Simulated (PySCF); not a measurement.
Dipole response of Ti (titanium, neutral)

[Ar] 3d2 4s2, high-spin 3F determinant. Computed with PySCF 2.14 in aug-cc-pVQZ-DK, with scalar relativity by spin-free X2C-1e. Coupled (time-dependent) response in atomic units; α is the mean over directions.

```csv
method,mean α (bohr³),C₆ (like pair),S(−4)
PBE,104.3,1207,5762
```

S(−4) is the Cauchy moment in α(ω) = α(0) + S(−4) ω² + …

Reference α: 87 ± 10 bohr³ (recommended; Schwerdtfeger and Nagle, table of static dipole polarizabilities (2023 update)). Published C₆: 1044 (Chu and Dalgarno (2004); Tang, Norbeck and Certain (1976)).

α(iu) at PBE:

```json
{"u (hartree)": "0", "α(iu) (bohr³)": "104.3"}
{"u (hartree)": "0.0500", "α(iu) (bohr³)": "92.04"}
{"u (hartree)": "0.100", "α(iu) (bohr³)": "69.36"}
{"u (hartree)": "0.200", "α(iu) (bohr³)": "36.90"}
{"u (hartree)": "0.300", "α(iu) (bohr³)": "21.99"}
{"u (hartree)": "0.500", "α(iu) (bohr³)": "10.77"}
{"u (hartree)": "0.750", "α(iu) (bohr³)": "6.135"}
{"u (hartree)": "1.00", "α(iu) (bohr³)": "4.152"}
{"u (hartree)": "1.50", "α(iu) (bohr³)": "2.392"}
{"u (hartree)": "2.00", "α(iu) (bohr³)": "1.591"}
{"u (hartree)": "3.00", "α(iu) (bohr³)": "0.8596"}
{"u (hartree)": "5.00", "α(iu) (bohr³)": "0.3700"}
```

A single London oscillator, α(iu) = α/(1 + u²/ω²), gives C₆ = (3/4) ω α². Matching the computed C₆ needs ω = 4 × 1207 / (3 × 104.3²) = 0.148 hartree.
